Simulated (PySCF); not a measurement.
Species: C10H8.
Atom-mapped SMILES: `[CH:1]#[C:2][C:3]#[C:4][C:5]1=[CH:6][CH2:7][CH:8]=[CH:9][CH2:10]1` (hydrogens: H11 on C1; H12 on C6; H13, H14 on C7; H15 on C8; H16 on C9; H17, H18 on C10)

Level: PBE0/def2-SVPD in PySCF, non-relativistic, on one gas-phase PBE0-D3(BJ)/def2-SVP geometry that isn't relaxed in the solvent. The solvent is an IEF-PCM continuum (Bondi radii, 1.10 Å for H, scaled by 1.2). Specific hydrogen bonds and non-electrostatic terms are outside this model.

Gas phase at PBE0/def2-SVPD: HOMO -6.50 eV, LUMO -1.40 eV, dipole 1.44 D.

**Question.** What does the continuum do to the energy, the frontier levels and the dipole at PBE0/def2-SVPD in dimethylsulfoxide and water?

**Answer.** 
```json
{"solvent": "dimethylsulfoxide", "ε": "46.83", "E(solvent) − E(gas) (kcal/mol)": "-4.86", "polarisation term (kcal/mol)": "-5.73", "distortion of the solute (kcal/mol)": "0.87", "HOMO (eV)": "-6.57", "LUMO (eV)": "-1.50", "dipole (D)": "2.04"}
{"solvent": "water", "ε": "78.36", "E(solvent) − E(gas) (kcal/mol)": "-4.93", "polarisation term (kcal/mol)": "-5.83", "distortion of the solute (kcal/mol)": "0.90", "HOMO (eV)": "-6.57", "LUMO (eV)": "-1.50", "dipole (D)": "2.05"}
```

Polarisation term: ½ Σ q·V over the induced surface charges. Distortion: the rise of the solute's own energy as its density leaves the gas-phase optimum. From dimethylsulfoxide to water the lowering changes by a factor 1.02, Onsager's factor (ε − 1)/(2ε + 1) by 1.01 and ε itself by 1.7.

**Question.** Which radius a makes the point-dipole formula ΔE = −[(ε − 1)/(2ε + 1)]·μ²/a³ give the value in water, with the gas-phase dipole?

**Answer.** μ = 0.567 au and |ΔE| = 0.00786 Eh give a = 1.44 Å; the farthest nucleus lies 6.38 Å from the centroid of the nuclei, so such a sphere wouldn't even hold the nuclei. The formula assumes a rigid point dipole at the centre of a sphere.

**Question.** How does the static polarisability (PBE0/def2-SVPD, frozen core, with the continuum's full static response) change?

**Answer.** 
```tsv
medium	isotropic (au)	principal values (au)	⟨r²⟩ of the electrons (bohr²)
gas	131.2	69.5, 100.5, 223.8	2115.0
dimethylsulfoxide	182.9	98.4, 141.4, 309.0	2111.9
water	183.8	99.1, 142.1, 310.2	2111.8
```

The isotropic value in water is 1.40 times the gas-phase one; no cavity-field correction is applied. ⟨r²⟩ is taken about the centre of nuclear charge.
